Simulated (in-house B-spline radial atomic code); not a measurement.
Mo is squeezed into an impenetrable sphere of radius R (the orbitals vanish at R). Level of theory: scalar-relativistic (X2C) Hartree-Fock, spin-polarised, averaged over the determinants with the given up and down occupations, Fermi nucleus of rms radius 4.4091 fm; calculated with a B-spline radial code for spherical atoms.

Energies in eV above the free atom in [Kr] 4d5 5s1:

```csv
R (bohr),highest level (eV),[Kr] 4d5 5s1,[Kr] 4d5 5d1,[Kr] 4d4 5s1 5f1
9.2,-6.45,0.04192,7.061,18.05
6.04,-5.49,1.177,13.87,33.18
4.78,-2.68,4.945,24.03,50.27
4.04,2.22,12.45,38.24,71.34
3.85,4.39,16.01,44.1,79.6
2.87,31.8,69.05,114.3,172.2
2.72,41,89.39,138.3,202.4
2.4,70.6,161.8,219.2,301.9
1.71,249,739.4,814.4,990.1
1.28,630,2380,2439,2784
```

Q: Does [Kr] 4d5 5d1 fall below [Kr] 4d5 5s1 under compression?

A: No, it stays above over the whole range.

Q: Does [Kr] 4d4 5s1 5f1 fall below [Kr] 4d5 5s1 under compression?

A: No, it stays above over the whole range.

The highest level is first positive in the row R = 4.04 bohr, pushed up by confinement above the zero of the free ion's potential. Each configuration is held fixed and needn't be the lowest in the sphere.
